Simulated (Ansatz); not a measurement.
Stepwise reaction of `CB(C)F` with water, as a gas-phase model of exchange steps in deposition or etching. ΔE in kJ/mol; ΔG adds harmonic PBE0-D4 terms to CCSD(T)/CBS, at 1 bar.

Gas-phase electronic energies from Ansatz, PBE0-D4/def2-TZVP geometries. CCSD(T)/CBS is the MP2 limit (def2-TZVPP, def2-QZVPP) plus CCSD(T) − MP2 in def2-TZVPP, frozen cores. This one scheme is used for every species. Functionals use def2-TZVPP. B3LYP here is the variant with VWN-RPA as its local correlation; programs differ in this. One conformer a species, not always the lowest.

```json
{"step": "1", "reaction": "`CB(C)F` + H₂O → `CB(O)F` + CH₄", "PBE-D4": "-140.2", "B3LYP-D4": "-147.2", "ωB97M-V": "-144.5", "CCSD(T)/CBS": "-140.1", "ΔG(600 K)": "-123.2"}
```

Task: Give the row of step 2, `CB(O)F` + H₂O → `OB(O)F` + CH₄. (Best estimate.)

Result: Computed: 
| step | reaction | PBE-D4 | B3LYP-D4 | ωB97M-V | CCSD(T)/CBS | ΔG(600 K) |
| --- | --- | --- | --- | --- | --- | --- |
| 2 | `CB(O)F` + H₂O → `OB(O)F` + CH₄ | -114.0 | -122.5 | -119.6 | -116.0 | -99.9 |

Task: By hand: ΔE of the 2 steps together at CCSD(T)/CBS.

Result: (-140.1) + (-116.0) = -256.1 kJ/mol, or -128.1 kJ/mol a step.

In ΔE each step is higher than the one before. All are downhill at CCSD(T)/CBS. ΔG lies between -123.2 and -99.9 kJ/mol a step. PBE-D4 differs from CCSD(T)/CBS by -0.1 to 2.0 kJ/mol a step. Isolated molecules leave out the surface, adducts and barriers. Largest T1 diagnostic: 0.012.
